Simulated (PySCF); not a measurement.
`N#C[C@H](OCOC)C`, C5H9NO2

Cartesian coordinates in Å; atom numbers follow the order of the lines, from 1:
```xyz
17

C    -2.4000    0.7170    0.3473
O    -1.8063   -0.5356    0.0650
C    -0.9339   -0.5070   -1.0186
O     0.2311    0.2249   -0.7689
C     1.0768   -0.3541    0.2210
C     2.0828    0.7020    0.6755
C     1.7747   -1.5120   -0.3223
N     2.3122   -2.4167   -0.7677
H    -1.6408    1.4828    0.5326
H    -3.0340    1.0387   -0.4860
H    -3.0058    0.5735    1.2388
H    -0.7058   -1.5578   -1.2476
H    -1.3898   -0.0212   -1.8937
H     0.4647   -0.6993    1.0716
H     1.5550    1.5333    1.1350
H     2.6351    1.0706   -0.1850
H     2.7771    0.2728    1.3930
```

Computed, not measured: GIAO BHandHLYP/pcSseg-1 magnetisability, rotational g tensor and spin-rotation constants, non-relativistic, gas phase (PySCF 2.14.0). Geometry: GFN2-xTB.

Task: Give the nuclear spin-rotation constants along the inertial axes (H = +C I·J) beside the isotropic shieldings.

Result: Rotational constants 3.6444, 1.2462, 1.0341 GHz. A star marks the isotopologue with that one atom substituted, in its own axes.
| atom | isotope | Caa (kHz) | Cbb (kHz) | Ccc (kHz) | mean (kHz) | σ (ppm) |
| --- | --- | --- | --- | --- | --- | --- |
| N8 | 14N | 0.437 | 0.169 | 0.240 | 0.282 | -43.2 |
| H9 | 1H | -0.275 | 0.015 | -0.098 | -0.120 | 28.2 |
| H10 | 1H | -0.180 | -0.125 | -0.020 | -0.108 | 28.7 |
| H11 | 1H | -0.231 | -0.135 | 0.012 | -0.118 | 28.2 |
| H12 | 1H | -0.205 | 0.024 | -0.102 | -0.094 | 26.8 |
| H13 | 1H | -0.217 | -0.130 | 0.018 | -0.109 | 27.3 |
| H14 | 1H | -0.254 | -0.127 | 0.017 | -0.121 | 27.4 |
| H15 | 1H | -0.147 | -0.052 | -0.123 | -0.107 | 30.3 |
| H16 | 1H | -0.336 | -0.131 | 0.002 | -0.155 | 30.0 |
| H17 | 1H | -0.177 | -0.128 | -0.056 | -0.120 | 30.5 |
| C1 | 13C* | 0.669 | 0.238 | 0.224 | 0.377 | 130.5 |
| O2 | 17O* | -0.408 | -0.083 | -0.074 | -0.189 | 294.6 |
| C3 | 13C* | 0.908 | 0.328 | 0.263 | 0.500 | 92.2 |
| O4 | 17O* | -0.493 | -0.140 | -0.107 | -0.247 | 253.8 |
| C5 | 13C* | 0.730 | 0.259 | 0.198 | 0.396 | 129.0 |
| C6 | 13C* | 0.548 | 0.168 | 0.164 | 0.293 | 163.7 |
| C7 | 13C* | 0.785 | 0.293 | 0.479 | 0.519 | 61.2 |

For the geometry as given, no vibrational averaging.

Task: How do the rotational constants and the g tensor change when H9, H10, H11, H12, H13, H14, H15, H16, H17 are replaced by deuterium?

Result: Constants 3.0290, 1.1150, 0.9179 GHz; g -0.0181, -0.0078, -0.0097, against -0.0204, -0.0088, -0.0108 before.
